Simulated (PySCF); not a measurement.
Species: C₇H₁₂BF.
SMILES with atom numbers: `[CH2:1]=[CH:2][C@@H:3]1[BH:4][CH2:5][C@H:6]([F:7])[C@@H:8]1[CH3:9]` (hydrogens: H10, H11 on C1; H12 on C2; H13 on C3; H14 on B4; H15, H16 on C5; H17 on C6; H18 on C8; H19, H20, H21 on C9)

Method: PySCF 2.14.0, PBE0-D3(BJ)/def2-SVP geometry optimisation, gas phase.

(1) What internal coordinates does the optimisation give?

Answers

(1) 
| bond | length (Å) | order |
| --- | --- | --- |
| C1=C2 | 1.343 | double |
| C2–C3 | 1.511 | single |
| C3–B4 | 1.572 | single |
| B4–C5 | 1.578 | single |
| C5–C6 | 1.526 | single |
| C6–F7 | 1.392 | single |
| C6–C8 | 1.537 | single |
| C8–C9 | 1.520 | single |
| C3–C8 | 1.536 | single |
| C1–H10 | 1.095 | single |
| C1–H11 | 1.093 | single |
| C2–H12 | 1.094 | single |
| C3–H13 | 1.098 | single |
| B4–H14 | 1.206 | single |
| C5–H15 | 1.100 | single |
| C5–H16 | 1.109 | single |
| C6–H17 | 1.104 | single |
| C8–H18 | 1.105 | single |
| C9–H19, C9–H20, C9–H21 | 1.100 | single |

Bonds in one row agree within 0.01 Å and their mean is given. Orders are formal, as drawn. A selection of angles:
| angle | degrees |
| --- | --- |
| C1–C2–C3 | 124.5 |
| C2–C3–B4 | 89.1 |
| C2–C3–C8 | 114.1 |
| B4–C3–C8 | 105.1 |
| C3–B4–C5 | 106.8 |
| B4–C5–C6 | 105.6 |
| C5–C6–F7 | 109.0 |
| C5–C6–C8 | 106.8 |
| F7–C6–C8 | 109.7 |
| C6–C8–C9 | 113.9 |
| C3–C8–C6 | 105.5 |
| C3–C8–C9 | 116.4 |

Torsions: C1–C2–C3–B4 -76° (synclinal); C2–C3–B4–C5 -100° (anticlinal); C3–B4–C5–C6 5° (synperiplanar); B4–C5–C6–F7 96° (anticlinal); C5–C6–C8–C9 162° (antiperiplanar); C2–C3–C8–C6 67° (synclinal).

The C–C distances run from 1.343 Å (C1=C2, drawn double) to 1.537 Å (C6–C8, drawn single), a spread of 0.194 Å. The 5-membered ring C3–B4–C5–C6–C8 has internal angles of 105.1° to 106.8°; it is puckered, 0.14 Å rms from its mean plane, widest ring torsion 33°. B4 (three-coordinate boron) is planar (angles 127.2°, 125.7° and 106.8°, sum 359.8°, 0.04 Å off the plane of its three neighbours). Of the pairs four or more bonds apart, F7···H12 is among the closest relative to their van der Waals radii: 2.24 Å, 84 % of the sum of Bondi's values.

Point group: C1 (no symmetry element, even within 0.4 Å). Whether it is a minimum is left open (no frequencies). One conformer, not necessarily the lowest.

Hardware: an Arm Neoverse N1 with one thread, shared host with 64 logical CPUs at a one-minute load of 59. Cost: 11 min of wall time, 0.85 GiB resident at most. That covers the optimisation of the geometry.
